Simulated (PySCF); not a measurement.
## SiMe2(NHtBu)2: computed shieldings and shifts

SiMe2(NHtBu)2, C10H26N2Si, point group C1.

Cartesian coordinates in Å; atom numbers follow the order of the lines, from 1:
```xyz
39

Si    0.507   -0.413    0.817
C     0.626   -0.715    2.674
H    -0.373   -0.742    3.137
H     1.195    0.090    3.164
H     1.138   -1.665    2.900
C     2.263   -0.377    0.140
H     2.719   -1.369    0.290
H     2.894    0.355    0.668
H     2.299   -0.143   -0.934
N    -0.380    1.021    0.374
C    -0.104    2.450    0.466
C     1.198    2.791   -0.260
C    -1.256    3.185   -0.223
C    -0.009    2.914    1.927
H    -1.377    0.830    0.421
H     1.359    3.880   -0.271
H     2.067    2.334    0.232
H     1.163    2.430   -1.299
H    -1.335    2.871   -1.275
H    -1.109    4.276   -0.193
H    -2.214    2.963    0.275
H     0.829    2.417    2.439
H    -0.932    2.660    2.472
H     0.147    4.002    2.001
N    -0.467   -1.736    0.239
C    -0.694   -2.244   -1.111
C     0.395   -3.255   -1.499
C    -2.060   -2.935   -1.136
C    -0.698   -1.095   -2.119
H    -0.610   -2.463    0.933
H     0.220   -3.680   -2.501
H     1.385   -2.774   -1.497
H     0.422   -4.087   -0.778
H    -2.088   -3.766   -0.411
H    -2.283   -3.351   -2.130
H    -2.852   -2.222   -0.865
H     0.271   -0.576   -2.143
H    -1.464   -0.350   -1.864
H    -0.900   -1.481   -3.129
```

GIAO calculations in PySCF 2.14.0 with density-fitted response routines on the PBE0-D3(BJ)/def2-SVP structure: isolated species, non-relativistic, equivalent atoms averaged; basis pcSseg-1.

(1) Give the isotropic shieldings (ppm) with PBE0, wB97X-D.

(2) And the chemical shifts, against references computed in the same way?

(3) Which part of the shielding of Si1 depends on the functional?

## Answers

(1) 
```json
{"atoms": "Si1", "environment": "silicon bonded to 2 C, 2 N", "PBE0": "364.3", "wB97X-D": "364.1"}
{"atoms": "N10/N25", "environment": "nitrogen bonded to C, Si, H", "PBE0": "183.1", "wB97X-D": "185.1"}
{"atoms": "C11/C26", "environment": "carbon bonded to 3 C, N", "PBE0": "135.9", "wB97X-D": "136.6"}
{"atoms": "C12/C13/C14/C27/C28/C29", "environment": "carbon bonded to C, 3 H", "PBE0": "148.7", "wB97X-D": "148.6"}
{"atoms": "C2/C6", "environment": "carbon bonded to Si, 3 H", "PBE0": "179.4", "wB97X-D": "179.5"}
{"atoms": "H16/H17/H18/H19/H20/H21/H22/H23/H24/H31/H32/H33/H34/H35/H36/H37/H38/H39", "environment": "hydrogen on a carbon bonded to C", "PBE0": "30.13", "wB97X-D": "30.24"}
{"atoms": "H3/H4/H5/H7/H8/H9", "environment": "hydrogen on a carbon bonded to Si", "PBE0": "31.11", "wB97X-D": "31.24"}
{"atoms": "H15/H30", "environment": "hydrogen on a nitrogen bonded to C, Si", "PBE0": "31.26", "wB97X-D": "31.43"}
{"atoms": "HOMO–LUMO gap (eV)", "environment": "–", "PBE0": "7.20", "wB97X-D": "10.82"}
```

(2) 
```tsv
atoms	nucleus, reference	PBE0	wB97X-D
Si1	29Si, TMS	-12.3	-11.2
N10/N25	15N, NH3	82.6	78.9
C11/C26	13C, TMS	48.5	48.0
C12/C13/C14/C27/C28/C29	13C, TMS	35.7	36.0
C2/C6	13C, TMS	5.0	5.0
H16/H17/H18/H19/H20/H21/H22/H23/H24/H31/H32/H33/H34/H35/H36/H37/H38/H39	1H, TMS	1.14	1.14
H3/H4/H5/H7/H8/H9	1H, TMS	0.15	0.14
```

(3) Diamagnetic: PBE0 886, wB97X-D 887 ppm; paramagnetic: PBE0 -522, wB97X-D -522 ppm.

Experimental scales use liquid or dissolved standards, which lie at an offset from isolated NH3 (liquid NH3: subtract about 20 ppm).
